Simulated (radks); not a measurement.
Results of a calculation; reference values are marked as such.
Question: Ionisation of neutral fluorine, [He] 2s2 2p5, to F+, [He] 2s2 2p4, under several functionals. Scalar-relativistic Kohn-Sham, spin-polarised, spherical densities, point nucleus; open shells are filled with parallel spins first; a radial shooting solver on a logarithmic mesh with Libxc functionals. Known Delta-SCF values: LDA (Slater exchange, Perdew-Zunger correlation) 18.102 eV; BLYP 17.851 eV. What does exchange-only B88 give, and what is its highest occupied eigenvalue?

Answer: 16.635 eV by Delta-SCF; the 2p eigenvalue is -9.173 eV. NIST: 17.423 eV (measured).
